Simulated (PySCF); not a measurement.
**Te²⁺: excitation energy**

Te²⁺ [Kr] 4d10 5s2 5p2 (3P) → Te²⁺ [Kr] 4d10 5s1 5p2 5d1 (high-spin determinant), as a difference of total energies. Calculation: PySCF 2.14, in aug-cc-pVTZ-DK3 (8s7p5d2f, 68 functions); the spin-free X2C one-electron Hamiltonian (Gaussian nucleus). Correlated levels: valence: [Kr] 4d10 frozen. The calculations carry no spin-orbit coupling.

```
           method  excitation energy (eV)
              UHF                  19.159
              LDA                  21.073
              PBE                  20.601
             PBE0                  20.466
           r2SCAN                  20.254
             PW91                  20.643
             BP86                  20.697
             MN15                  20.935
            M06-L                  20.719
    MP2 (valence)                  19.941
SCS-MP2 (valence)                  20.351
```

Q: How much does correlation contribute at MP2 (valence)?

A: 19.941 − (19.159) = 0.782 eV, measured against UHF.

A first-order spin-orbit estimate (lowest level to lowest level, LS coupling) adds 0.109 eV.

The promoted electron is Rydberg-like, and one or two diffuse shells describe it only roughly, which tends to raise the upper state.

The determinant of the upper state mixes LS terms, which raises its energy above the lowest term, most at the Hartree-Fock and MP2 levels.
